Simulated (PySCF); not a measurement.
## UHF on N²⁺ (nitrogen, charge +2)

Configuration: [He] 2s2 2p1, 2P determinant. Calculation: PySCF 2.14, in cc-pVTZ-DK; scalar relativity by spin-free X2C-1e.

- Total energy: -52.847110 hartree
- One-electron energy: -65.5303 hartree
- Hartree (Coulomb) energy: 18.4048 hartree
- Exchange energy: -5.7217 hartree
- ⟨S²⟩: 0.7542
- ⟨L²⟩: 2.011
- Sum of ⟨r⟩: 3.934 bohr
- Sum of ⟨r²⟩: 4.980 bohr²
- Traceless quadrupole moment −½Σ⟨3z² − r²⟩ along its main axis: -0.627 e·bohr²
- Langevin diamagnetic susceptibility: -3.94 ×10⁻⁶ cm³/mol
- Time after the integrals: 0.05 s of wall time on 1 thread of Neoverse-V2 (shared host)

| shell | electrons | mean orbital energy (eV) | rms radius, mean of both spins (bohr) |
| --- | --- | --- | --- |
| 1s α | 1 | -466.61 | 0.264 |
| 1s β | 1 | -465.36 | 0.264 |
| 2s α | 1 | -58.786 | 1.28 |
| 2s β | 1 | -54.180 | 1.28 |
| 2p α | 1 | -47.981 | 1.24 |
